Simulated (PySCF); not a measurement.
Compound: W(NMe)2(NH2)2, C₂H₁₀N₄W (singlet state).
Structure used (PBE0-D3(BJ)/def2-SVP), in Å, numbered top down from 1:
```
atom  x, y, z in Å
W1    -0.610    0.009   -0.421
N2    -0.703    0.020    1.339
C3    -0.316    0.019    2.702
H4     0.410    0.823    2.923
H5    -1.188    0.169    3.363
H6     0.154   -0.939    2.989
N7     1.022   -0.019   -1.080
C8     2.435   -0.040   -1.191
H9     2.749   -0.135   -2.245
H10    2.887    0.887   -0.795
H11    2.876   -0.887   -0.636
N12   -1.456    1.672   -1.052
H13   -1.194    2.163   -1.900
H14   -2.154    2.194   -0.533
N15   -1.500   -1.638   -1.034
H16   -2.207   -2.140   -0.508
H17   -1.232   -2.159   -1.863
```

Level of theory: PBE0-D3(BJ)/def2-SVP geometry optimisation, gas phase, def2 core potentials past Kr (PySCF).

Task: Which atoms are bound to W1, and at what distances?

Result: 4 atoms: N7 1.761 Å, N2 1.762 Å, N15 1.969 Å, N12 1.970 Å. The nearest atom not counted as bound is H17, at 2.68 Å (others tie with it).

Task: List the angles at W1.

Result: 
```tsv
angle	degrees	distance of the outer atoms (Å)
N2–W1–N7	115.0	2.97
N12–W1–N15	114.3	3.31
N2–W1–N15	107.0	3.00
N2–W1–N12	107.0	3.00
N7–W1–N12	106.9	3.00
N7–W1–N15	106.8	3.00
```

Task: What is the shape at W1?

Result: Distorted tetrahedral: angles from 106.8° to 115.0°; τ4 = (360° − α − β)/141° = 0.93 with α and β the two widest (0 for a square, 1 for a tetrahedron). The W–N distances aren't all alike: 1.761 to 1.970 Å.

Task: What are the other bond lengths?

Result: N2–C3, N7–C8 1.417 Å; C3–H4 and 5 like bonds 1.105 Å; N12–H13 and 3 like bonds 1.014 Å.

Task: Give some angles away from the centre.

Result: W1–N2–C3 161.1°.

Task: What are the rotational constants (commonest isotopes, rigid rotor)?

Result: A = 1760, B = 1470, C = 1166 MHz: an asymmetric top.

Charge 0, singlet. No frequency check.
